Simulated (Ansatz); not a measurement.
Total energies of InH2(CN) (CH₂InN) from Ansatz at PBE-D4/def2-TZVP, gas phase (1 Eh = 27.2114 eV = 2625.5 kJ/mol). The reference geometry is relaxed at PBE-D4/def2-TZVP.

| state | geometry | energy (Eh) |
| --- | --- | --- |
| charge 0 singlet | reference | -284.07596 |
| charge 1 doublet | reference | -283.68012 |
| charge 1 doublet | relaxed at PBE-D4/def2-TZVP | -283.69712 |
| free In atom (doublet) | – | -190.11735 |
| free H atom (doublet) | – | -0.49962 |
| free C atom (triplet) | – | -37.79597 |
| free N atom (quartet) | – | -54.53214 |

In the def2 sets In takes a core potential; there is no spin–orbit coupling.

(1) Work out the vertical ionisation energy to the doublet.

(2) How much does the charge 1 doublet relax, and what is the adiabatic ionisation energy?

(3) What is the binding energy per atom against free atoms?

(1) E(charge 1 doublet) − E(charge 0 singlet) = -283.68012 − (-284.07596) = 0.39584 Eh = 10.77 eV. For comparison, −ε of the highest occupied level is 7.75 eV at this level, 3.02 eV less.

(2) Relaxation: -283.68012 − (-283.69712) = 0.01700 Eh = 0.46 eV. Adiabatic ionisation energy: 0.37884 Eh = 10.31 eV, without zero-point energy. Bonds change on the way (1 lost, 0 formed), so the relaxed form is another species. 

(3) Atoms: 1 × (-190.11735) + 2 × (-0.49962) + 1 × (-37.79597) + 1 × (-54.53214) = -283.44470 Eh. Binding: -283.44470 − (-284.07596) = 0.63126 Eh = 17.18 eV, or 3.44 eV for each of 5 atoms (no zero-point energy, no counterpoise term).
